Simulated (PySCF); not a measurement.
**Electron correlation in Mo²⁺ (molybdenum, charge +2)**

[Kr] 4d3 5s1, high-spin 5F determinant (an excited configuration). All numbers are calculated (PySCF 2.14, scalar relativity through the core potential, in def2-TZVPPD with the def2 core potential (28 electrons)). Frozen: 4s2 4p6; 4 electrons correlated.

MP2 pair energies summed by pair of shells (mhartree):

```
 pair  energy  share (%)
4d-4d  -14.82       53.9
4d-5s  -12.65       46.1
```

Total MP2 correlation energy: -27.47 mhartree.

Same-spin part -27.47 and opposite-spin part 0.00 mhartree; SCS-MP2 scales them by 1/3 and 6/5 to -9.16 mhartree.
